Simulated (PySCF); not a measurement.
# How the method changes the constants of BSb⁻

State: ²Σ⁺ (doublet), unpaired electrons σ ↑. Set-up: basis B aug-cc-pVDZ, Sb aug-cc-pVDZ-PP with ECP28; scalar-relativistic core potentials; PySCF 2.14. De refers to B + Sb⁻ in their high-spin ground configurations, without counterpoise correction. The functionals are run spin-unrestricted. A positive dipole points towards Sb; it is taken about the centre of mass and depends on that origin.

```json
{"Level": "ROHF-MP2", "Re (Å)": "2.035", "ωe (cm⁻¹)": "742", "De (eV)": "n/a", "μ (D)": "n/a", "CPU s a point (SCF and correlation, without the integrals)": "0.3"}
{"Level": "ROHF-SCS-MP2", "Re (Å)": "2.038", "ωe (cm⁻¹)": "734", "De (eV)": "n/a", "μ (D)": "n/a", "CPU s a point (SCF and correlation, without the integrals)": "n/a"}
{"Level": "ROHF-CCSD", "Re (Å)": "2.035", "ωe (cm⁻¹)": "728", "De (eV)": "n/a", "μ (D)": "n/a", "CPU s a point (SCF and correlation, without the integrals)": "n/a"}
{"Level": "ROHF-CCSD(T)", "Re (Å)": "2.050", "ωe (cm⁻¹)": "705", "De (eV)": "n/a", "μ (D)": "n/a", "CPU s a point (SCF and correlation, without the integrals)": "15"}
{"Level": "PBE", "Re (Å)": "2.034", "ωe (cm⁻¹)": "709", "De (eV)": "4.22", "μ (D)": "3.34", "CPU s a point (SCF and correlation, without the integrals)": "0.82"}
{"Level": "BLYP", "Re (Å)": "2.050", "ωe (cm⁻¹)": "680", "De (eV)": "3.88", "μ (D)": "3.33", "CPU s a point (SCF and correlation, without the integrals)": "0.57"}
{"Level": "BP86", "Re (Å)": "2.038", "ωe (cm⁻¹)": "701", "De (eV)": "4.11", "μ (D)": "3.28", "CPU s a point (SCF and correlation, without the integrals)": "0.56"}
{"Level": "r²SCAN", "Re (Å)": "2.019", "ωe (cm⁻¹)": "738", "De (eV)": "n/a", "μ (D)": "3.04", "CPU s a point (SCF and correlation, without the integrals)": "1.8"}
{"Level": "PBE0", "Re (Å)": "2.015", "ωe (cm⁻¹)": "741", "De (eV)": "n/a", "μ (D)": "3.11", "CPU s a point (SCF and correlation, without the integrals)": "1.2"}
{"Level": "B97-3", "Re (Å)": "2.022", "ωe (cm⁻¹)": "727", "De (eV)": "3.76", "μ (D)": "3.18", "CPU s a point (SCF and correlation, without the integrals)": "0.76"}
{"Level": "CAM-B3LYP", "Re (Å)": "2.005", "ωe (cm⁻¹)": "748", "De (eV)": "3.54", "μ (D)": "3.02", "CPU s a point (SCF and correlation, without the integrals)": "1.4"}
```

**Question.** What does a quarter of exact exchange do here, going from PBE to PBE0?

**Answer.** PBE0 less PBE: -1.9 pm in Re, +4.5 % in ωe. Exact exchange removes part of the self-interaction that spreads semilocal densities, and in most molecules shortens and stiffens the bond and lowers De; so it does here.

**Question.** What does the triples do here, going from ROHF-CCSD to ROHF-CCSD(T)?

**Answer.** ROHF-CCSD(T) less ROHF-CCSD: +1.5 pm in Re, -3.2 % in ωe. Correlation nearly always deepens the well. The bond lengthens, as in strong covalent bonds, where excitations into antibonding orbitals dominate.

Correlated steps freeze 5 core orbitals. These are scalar-relativistic numbers at best; spin–orbit coupling would shift them, the dissociation energy most. For an ion De counts to the pair picked by the measured ionisation energies or electron affinities, which need not be the lowest pair at this level. The highest Kohn–Sham level is positive in this anion. Much of that is self-interaction error, but it also means that the finite basis helps to hold the extra electron. The state is the lowest determinant that a PBE0 search found; another state may lie lower at other levels.

The whole job (state search and all levels along the bond) took about 4 min on 1 thread of Arm Neoverse V1 (shared host), peak memory 0.73 GiB.
